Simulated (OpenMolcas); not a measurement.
**F3+: effect of the level shift or regulariser**

* Program: OpenMolcas
* Basis: ANO-RCC-VQZP [5s4p3d2f1g]
* Scalar Hamiltonian: DKH2, point nucleus
* Active space: 4 electrons in 9 orbitals (RAS2 2s 2p; RAS3 3d, at most 2 electrons)
* State averaging: 2S+1 = 3 even, 3 roots; 2S+1 = 1 even, 6 roots; 2S+1 = 5 odd, 1 root; 2S+1 = 3 odd, 9 roots; 2S+1 = 1 odd, 8 roots
* Spin-orbit coupling: RASSI with atomic mean-field integrals over the reference wave functions, term energies averaged over their components

Methods on the same reference wave functions:
A. RASSCF
B. SS-RASPT2, IPEA 0.25 Eh, imaginary shift 0.1 Eh (closed shells correlated: 1s)
C. SS-RASPT2, IPEA 0.25 Eh, real shift 0.2 Eh (closed shells correlated: 1s)

Energies in eV above 2s2 2p2 3P0, the measured ground level; measured values from Moore, Atomic Energy Levels, vol. I, NSRDS-NBS 35 (1971 reprint of NBS Circular 467, 1949).

| Level | A | B | C | Measured |
| --- | --- | --- | --- | --- |
| 2s2 2p2 3P0 | 0.0000 | 0.0000 | 0.0000 | 0.0000 |
| 2s2 2p2 3P1 | 0.0266 | 0.0266 | 0.0266 | 0.0279 |
| 2s2 2p2 3P2 | 0.0778 | 0.0778 | 0.0778 | 0.0761 |
| 2s2 2p2 1D2 | 3.3964 | 3.191 | 3.191 | 3.1295 |
| 2s2 2p2 1S0 | 7.0965 | 6.720 | 6.720 | 6.6386 |
| 2s 2p3 5S* 2 | 8.7789 | 9.038 | 9.038 |  |
| 2s 2p3 3D* 1 | 18.6263 | 18.323 | 18.324 | 18.3375 |
| 2s 2p3 3D* 2 | 18.6263 | 18.323 | 18.324 | 18.3359 |
| 2s 2p3 3D* 3 | 18.6270 | 18.324 | 18.324 | 18.3300 |
| 2s 2p3 3P* 0 | 22.3100 | 21.783 | 21.785 |  |
| 2s 2p3 3P* 1 | 22.3102 | 21.783 | 21.785 | 21.7272 |
| 2s 2p3 3P* 2 | 22.3106 | 21.783 | 21.786 | 21.7266 |
| 2s 2p3 1D* 2 | 29.1647 | 28.496 | 28.497 |  |
| 2s 2p3 3S* 1 | 30.3376 | 29.688 | 29.689 |  |
| 2s 2p3 1P* 1 | 33.0436 | 32.131 | 32.133 | 31.9123 |

Deviations, from unrounded energies. A percentage is the sum of absolute deviations over the sum of measured energies, with the sign that they share, or ± where signs differ.

```json
{"Against measurement": "mean absolute deviation (cm-1)", "Levels": "10", "A": "3100", "B": "410", "C": "420"}
{"Against measurement": "fine structure of the ground term (%)", "Levels": "2", "A": "±3.0", "B": "±2.9", "C": "±2.9"}
{"Against measurement": "other terms of the ground configuration (%)", "Levels": "2", "A": "+7.4", "B": "+1.5", "C": "+1.5"}
{"Against measurement": "other configurations (%)", "Levels": "6", "A": "+2.4", "B": "±0.3", "C": "±0.3"}
```

B, C lie about equally close to measurement and A furthest from it. The largest miss of B in the table is 2s 2p3 1P* 1, by +1800 cm-1. The ranking rests on the paired levels alone, and a cruder setting can come out closer through cancelling errors.

Between B and C the level of the table that moves most is 2s 2p3 1P* 1, by 22 cm-1 (lowest in B, highest in C).

From A to B the spin-free energies of the other terms of 2s2 2p2 shown, above 3P, scale by factors of 0.94 to 0.95.

The lowest spin-free term lies below A's lowest term by 0.039 hartree in B, 0.039 hartree in C.

Active for correlation alone: 3d; no level in the range computed is led by a configuration that fills it, so any true level of that kind is missing. Measured partners are found by configuration, term and J. A level has none where our copy of the source lacks it or the pairing is in doubt (some pairs that miss far off the trend of their configuration count as doubtful), and it then counts in no deviation. Only configurations of the active space appear.

* marks odd parity.
